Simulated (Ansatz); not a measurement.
CCl3NOTi (`O=C=[N][Ti]([Cl])([Cl])[Cl]`), relaxed with RKS PBE0-D4/def2-TZVP in Ansatz from a PBE-D4/def2-SVP geometry. The force threshold is 0.005 eV/Å; the program also tests the step.

Charge 0, multiplicity 1.

Start:

```xyz
7

O     1.961   -0.420    2.547
C     1.253   -0.280    1.617
N     0.517   -0.135    0.649
Ti   -0.614    0.132   -0.797
Cl   -0.514   -1.616   -2.095
Cl    0.040    1.912   -1.871
Cl   -2.644    0.407   -0.051
```

```json
{"step": "1", "energy (eV)": "-65244.5229", "largest force (eV/Å)": "1.541", "largest move (Å)": "0.000"}
{"step": "2", "energy (eV)": "-65244.5632", "largest force (eV/Å)": "0.103", "largest move (Å)": "0.028"}
{"step": "3", "energy (eV)": "-65244.5634", "largest force (eV/Å)": "0.012", "largest move (Å)": "0.002"}
{"step": "4", "energy (eV)": "-65244.5634", "largest force (eV/Å)": "0.008", "largest move (Å)": "0.001"}
{"step": "5", "energy (eV)": "-65244.5634", "largest force (eV/Å)": "0.003", "largest move (Å)": "0.012"}
{"step": "6", "energy (eV)": "-65244.5635", "largest force (eV/Å)": "0.006", "largest move (Å)": "0.012"}
{"step": "7", "energy (eV)": "-65244.5635", "largest force (eV/Å)": "0.005", "largest move (Å)": "0.002"}
```

End:

```xyz
7

O     1.951   -0.439    2.515
C     1.247   -0.280    1.608
N     0.515   -0.114    0.665
Ti   -0.607    0.136   -0.783
Cl   -0.502   -1.606   -2.068
Cl    0.031    1.899   -1.872
Cl   -2.635    0.404   -0.065
```

Hardware: 4 threads of an Arm Neoverse V1 on a shared host. Wall time 60 s, peak host memory 1 GiB.
